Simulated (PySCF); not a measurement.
Si(Me)(NH2)2(NMe2), SMILES CN(C)[Si](C)(N)N (C3H13N3Si), singlet at its GFN2-xTB optimised geometry (Å):

```
20

C      0.0725    -1.4455    -2.6047
N     -0.5243    -1.4723    -1.2946
C     -1.9076    -1.8770    -1.3398
Si     0.0915    -0.4971     0.0000
C     -0.4302     1.3323     0.0000
N     -0.5905    -1.2328     1.4109
N      1.8278    -0.4971     0.0000
H     -0.4247    -0.7266    -3.2703
H      1.1219    -1.1734    -2.5265
H      0.0014    -2.4355    -3.0671
H     -1.9867    -2.8826    -1.7653
H     -2.3098    -1.8833    -0.3322
H     -2.5096    -1.1984    -1.9580
H     -1.5032     1.4261     0.1297
H      0.0493     1.8833     0.8016
H     -0.1687     1.8187    -0.9348
H     -0.4283    -2.2182     1.5412
H     -0.4456    -0.7524     2.2831
H      2.3017    -1.3855    -0.0319
H      2.3098     0.1636    -0.5862
```

Computed with PBE0/def2-SVP (PySCF).

Map of the electron localisation function on the plane z = 0.8 Å:

```
|                           |
|                           |
|                           |
|                           |
|           .:++-           |
|           -#@@%=          |
|      .--..*@@@@%.         |
|     .*%%+-#@@@@%.         |
|     -%@@%+#@@@@*          |
|     -%@@@*+%@@#.          |
|     .#@@%+=*#+:   ..      |
|      .-=--=**-. .-=-:     |
|          .-++:.:+#%*=:    |
|          .:::.:=%@@%*-    |
|        :-=+=..:+%@@%*-    |
|       .+#%%%+--=#%%#=:    |
|       .*%%%@@*-:-+**=.    |
|        =%%##%*:  :+*+:    |
|    .   .+*+++-.  .+**-    |
|    ..   .-++-.    -+=.    |
|    ..    :+*=.     ..     |
|          .=+-             |
|           .:.             |
|                           |
|                           |
|                           |
|                           |
```
Scale: ten equal steps from 0.000 (start of ' ') to 0.999 (end of '@'), in the order ' .:-=+*#%@'; x runs from -4.50 to 4.50, y from -4.50 (bottom) to 4.50 (top).
